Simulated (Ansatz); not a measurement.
The same redistribution along the group Sc, Y.

Computed with Ansatz on PBE0-D4/def2-TZVP structures; ΔE is electronic, products minus reactants. CCSD(T)/CBS is the MP2 limit (def2-TZVPP, def2-QZVPP) plus CCSD(T) − MP2 in def2-TZVPP, frozen cores. DFT in def2-TZVPP. Elements past krypton have def2 core potentials. For Sc, Y outer-core shells are correlated without core-valence functions, which leaves a few kJ/mol of doubt a bond. Scalar relativity is left out up to krypton. One conformer a species, not always the lowest.

| reaction | CCSD/CBS(def2) (kcal/mol) | MP2/CBS(def2) (kcal/mol) | r2SCAN-D4 (kcal/mol) | CCSD(T)/CBS(def2) (kcal/mol) |
| --- | --- | --- | --- | --- |
| `[Cl][Sc]([Cl])[Cl]` + `N[SiH2]CCF` → `[NH2][Sc]([Cl])[Cl]` + `FCC[SiH2]Cl` | 10.9 | 10.3 | 10.9 | 10.7 |
| `[Cl][Y]([Cl])[Cl]` + `N[SiH2]CCF` → `[NH2][Y]([Cl])[Cl]` + `FCC[SiH2]Cl` | 16.4 | 15.5 | 15.5 | 15.9 |

Largest T1 diagnostic: 0.014, for `[NH2][Sc]([Cl])[Cl]`.
